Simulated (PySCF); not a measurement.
# Pt⁺ (platinum, charge +1): UHF calculation

Configuration: [Xe] 4f14 5d8 6s1, high-spin 4F determinant (an excited configuration). Computed with PySCF 2.14 in aug-cc-pVDZ-PP with ECP60MDF (5s5p4d2f, 54 functions), with a scalar-relativistic core potential.

```json
{
  "Total energy": "-118.223006 hartree",
  "One-electron energy": "-201.7435 hartree",
  "Hartree (Coulomb) energy": "94.0919 hartree",
  "Exchange energy": "-10.5713 hartree",
  "⟨S²⟩": "3.7528",
  "⟨L²⟩": "12.033",
  "Sum of ⟨r⟩": "24.27 bohr",
  "Sum of ⟨r²⟩": "42.91 bohr²"
}
```

```json
{"shell": "5s α", "electrons": "1", "mean orbital energy (hartree)": "-4.87433", "spread (hartree)": "0", "rms radius, mean of both spins (bohr)": "1.03"}
{"shell": "5s β", "electrons": "1", "mean orbital energy (hartree)": "-4.75245", "spread (hartree)": "0", "rms radius, mean of both spins (bohr)": "1.03"}
{"shell": "5p α", "electrons": "3", "mean orbital energy (hartree)": "-3.04561", "spread (hartree)": "0", "rms radius, mean of both spins (bohr)": "1.19"}
{"shell": "5p β", "electrons": "3", "mean orbital energy (hartree)": "-2.88769", "spread (hartree)": "0", "rms radius, mean of both spins (bohr)": "1.19"}
{"shell": "5d α", "electrons": "5", "mean orbital energy (hartree)": "-0.86081", "spread (hartree)": "0.03885", "rms radius, mean of both spins (bohr)": "1.71"}
{"shell": "5d β", "electrons": "3", "mean orbital energy (hartree)": "-0.78437", "spread (hartree)": "0", "rms radius, mean of both spins (bohr)": "1.71"}
{"shell": "6s α", "electrons": "1", "mean orbital energy (hartree)": "-0.61862", "spread (hartree)": "0", "rms radius, mean of both spins (bohr)": "2.97"}
```

Energies and moments cover only the electrons outside the core potential. Spin-orbit coupling, absent here, splits the open shell strongly.
